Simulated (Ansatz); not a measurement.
Al₈P₈H₂₂⁻, a nanocrystal cut from wurtzite AlP (hydrogen-capped). The state is a doublet with charge -1. Geometry r2SCAN-D4/def2-SVP, that of the neutral singlet; atoms count from 1.

```xyz
38

Al   -2.2923   -0.9857   -3.8282
P    -3.6856   -1.1187   -1.7971
P    -0.1759   -0.6307   -2.6960
Al   -0.0975    1.4654   -1.5391
Al   -2.7572   -0.9490    0.4275
P    -1.5456    1.1179    0.3713
P     2.0683    1.7624   -0.5598
Al    2.3007    3.9107    0.5438
Al   -0.5475    1.4072    2.5308
P     0.6438    3.4995    2.3242
Al    0.4305   -2.5658   -1.4417
P    -0.9825   -2.5393    0.4915
P     2.6028   -1.9476   -0.5528
Al    2.8478    0.0117    0.8590
Al    0.2736   -2.5609    2.5818
P     1.1356   -0.2808    2.5074
H    -2.7430    0.3310   -4.6010
H    -2.3223   -2.4422   -4.4727
H    -4.7408   -0.1702   -1.8712
H    -4.4690   -2.3034   -1.8296
H     0.7928   -0.5258   -3.7352
H    -0.5745    2.6975   -2.4182
H    -3.8534   -1.0602    1.5681
H    -2.5441    2.1296    0.2870
H     2.9770    1.8035   -1.6562
H     1.7092    5.0758   -0.3655
H     3.7136    3.9918    1.2752
H    -1.5588    1.3863    3.7523
H    -0.3373    4.5273    2.3190
H     1.2240    3.7731    3.5918
H     0.4845   -3.9393   -2.2326
H    -1.6292   -3.8072    0.4519
H     3.4714   -1.7707   -1.6638
H     3.2287   -3.0708    0.0479
H     4.3238    0.1541    1.4213
H    -0.7240   -2.7225    3.8112
H     1.5250   -3.5327    2.3557
H     1.8273   -0.1213    3.7418
```

Single mean-field runs in def2-TZVP are fitted with def2-universal-jkfit. The highest occupied level of the charge -1 doublet lies above zero (up to 0.39 eV). By energy differences its removal costs 0.70 eV (vertical, to the charge 0 singlet, at PBE0-D4/def2-TZVP); self-interaction error and the lack of diffuse functions both raise the level.

Problem. Estimate the Mulliken populations of the heavy atoms from the PBE0/def2-TZVP orbitals of Ansatz.

Solution. 
| atom | charge (e) | spin (α − β) |
| --- | --- | --- |
| Al1 | 0.19 | 0.05 |
| P2 | -0.22 | 0.01 |
| P3 | -0.29 | -0.01 |
| Al4 | 0.24 | 0.09 |
| Al5 | 0.30 | -0.02 |
| P6 | -0.34 | 0.13 |
| P7 | -0.29 | -0.01 |
| Al8 | 0.19 | 0.05 |
| Al9 | 0.30 | -0.02 |
| P10 | -0.22 | 0.01 |
| Al11 | 0.26 | 0.08 |
| P12 | -0.32 | 0.10 |
| P13 | -0.20 | 0.00 |
| Al14 | 0.26 | 0.08 |
| Al15 | 0.24 | -0.03 |
| P16 | -0.32 | 0.10 |
Mulliken values and Mayer orders depend strongly on the basis.

Problem. Where does the spin sit?

Solution. Summed by element: Al 0.28, P 0.34, H 0.39, of 1 unpaired in all. Largest on single atoms: P6 0.13, H24 0.11, P12 0.10.

Problem. And the Mayer bond orders between bonded heavy atoms (over 0.3)?

Solution. Al1–P2 0.68 (2.47 Å); Al1–P3 0.78 (2.43 Å); P2–Al5 0.72 (2.42 Å); P3–Al4 0.80 (2.40 Å); P3–Al11 0.83 (2.38 Å); Al4–P6 0.83 (2.42 Å); Al4–P7 0.80 (2.40 Å); Al5–P6 0.82 (2.40 Å); Al5–P12 0.85 (2.38 Å); P6–Al9 0.82 (2.40 Å); P7–Al8 0.78 (2.43 Å); P7–Al14 0.83 (2.38 Å); Al8–P10 0.68 (2.47 Å); Al9–P10 0.72 (2.42 Å); Al9–P16 0.85 (2.38 Å); Al11–P12 0.87 (2.39 Å); Al11–P13 0.74 (2.43 Å); P12–Al15 0.74 (2.44 Å); P13–Al14 0.74 (2.43 Å); Al14–P16 0.87 (2.39 Å); Al15–P16 0.74 (2.44 Å).
